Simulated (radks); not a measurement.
Values are calculated unless marked as measured or tabulated.
Excited configurations of the caesium ion Cs51+: one electron is placed in a higher orbital outside [He] 2s1. The ground configuration is [He] 2s2. Code: a radial shooting solver on a logarithmic mesh with Libxc functionals. Model: scalar-relativistic Kohn-Sham, SCAN, spin-unpolarised, spherical densities, finite nucleus; meta-GGA in the generalised Kohn-Sham scheme; Fermi nuclear charge, rms radius 4.8041 fm. Excitation = E - E(ground); binding = E(ion) - E, where the ion is the core of charge +52; n* = 52/sqrt(2 binding) in atomic units.

outer orbital  excitation (eV)  binding (eV)  eigenvalue (eV)  <r> (bohr)
3p                      5803.4        4208.1          -4168.9      0.2323
4s                      7603.9        2407.6          -2389.7      0.4399
4p                      7658.4        2353.2          -2335.6      0.4302
4d                      7695.2        2316.3          -2294.8      0.3986
5s                      8484.1        1527.4          -1515.7      0.6937
5p                      8511.7        1499.8          -1487.7      0.6867
5d                      8530.0        1481.5          -1467.0      0.6570
5f                      8540.5        1471.0          -1456.3      0.6037
6p                      8972.8        1038.7          -1030.1       1.001
7p                      9249.8        761.75          -755.32       1.372
7d                      9256.6        754.92          -748.36       1.346

The Delta-SCF ionisation energy is 10011.5 eV (NIST Atomic Spectra Database: 9974 eV, theoretical). Self-interaction in the functional shifts the binding energies and quantum defects, so they are the method's values and not measured ones. Spin polarisation and multiplet splitting are left out, so open shells lie too high by an amount that depends on their filling.

Beside tabulated values, note that spin-unpolarised runs miss the spin-polarisation part of the exchange energy of open shells.
